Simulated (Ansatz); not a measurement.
`O[SiH2][GaH][Br]` + `CO[SiH](O)Cl` → `C[O][GaH][Br]` + `O[SiH2][SiH](O)Cl`  (redistribution)

Isolated molecules relaxed with PBE0-D4/def2-TZVP in Ansatz; ΔE leaves out vibrations. CCSD(T)/CBS adds triple-zeta CCSD(T) − MP2 to the extrapolated MP2 energy (def2 sets, frozen cores). Functionals use def2-TZVPP. For Br, Ga outer-core shells are correlated without core-valence functions, which leaves a few kJ/mol of doubt a bond. Scalar relativity is left out up to krypton. Each species was taken in one conformer, which may not be the lowest.

`O[SiH2][GaH][Br]`:

Cartesian coordinates in Å:
```
O 0.871 -0.130 -1.746
Si 0.014 0.581 -0.523
Ga -0.189 -1.013 1.264
Br -1.373 -0.147 3.051
H 1.036 0.387 -2.536
H 0.695 1.809 -0.019
H -1.345 0.997 -0.977
H 0.292 -2.483 1.486
```

`CO[SiH](O)Cl`:

Z-matrix (Å, degrees):
```
C
O 1 1.411
H 1 1.095 2 111.2
H 1 1.094 2 111.2 3 121.5
H 1 1.090 2 107.9 3 -119.1
Si 2 1.623 1 126.5 3 -65.0
Cl 6 2.059 2 108.1 1 -50.2
O 6 1.621 2 109.2 1 -171.5
H 6 1.472 2 113.4 1 69.1
H 8 0.959 6 118.6 2 55.2
```

`C[O][GaH][Br]`:

Z-matrix (Å, degrees):
```
C
O 1 1.407
H 1 1.095 2 109.5
H 1 1.096 2 113.0 3 -120.8
H 1 1.095 2 109.4 3 118.5
Ga 2 1.766 1 126.0 3 120.6
Br 6 2.290 2 115.9 1 0.0
H 6 1.543 2 120.8 1 -180.0
```

`O[SiH2][SiH](O)Cl`:

Cartesian coordinates in Å:
```
O 0.943 0.322 1.893
Si -0.129 -0.726 1.204
Si -0.309 -0.111 -1.055
O 0.044 1.498 -0.980
Cl 1.080 -1.087 -2.233
H 0.998 1.188 1.481
H -1.474 -0.646 1.842
H 0.393 -2.103 1.376
H -1.610 -0.342 -1.735
H 0.065 2.007 -1.793
```

CCSD(T)/CBS gives +79.3 kJ/mol.

**Question.** Another level gave +78.4 kJ/mol. Which?
A. B2PLYP/def2-TZVPP
B. HF/def2-TZVPP
C. ωB97M-V/def2-TZVPP
D. PBE/def2-TZVPP

**Answer.** A. B2PLYP 78.4, ωB97M-V 84.0, PBE 69.3, HF/def2-TZVPP 93.0 kJ/mol.

Largest T1 diagnostic among the species: 0.012.

From PBE to PBE0 (25 % exact exchange), in def2-TZVPP and without D4, ΔE moves by +8.2 kJ/mol. In def2-TZVPP, CCSD(T) changes the Hartree–Fock value by −16.4 kJ/mol (the triples alone add −3.7 kJ/mol) and MP2 by −16.3 kJ/mol.

CCSD(T)/CBS has its own doubt, a few kJ/mol and more with outer-core shells, so smaller differences from it don't rank the levels.
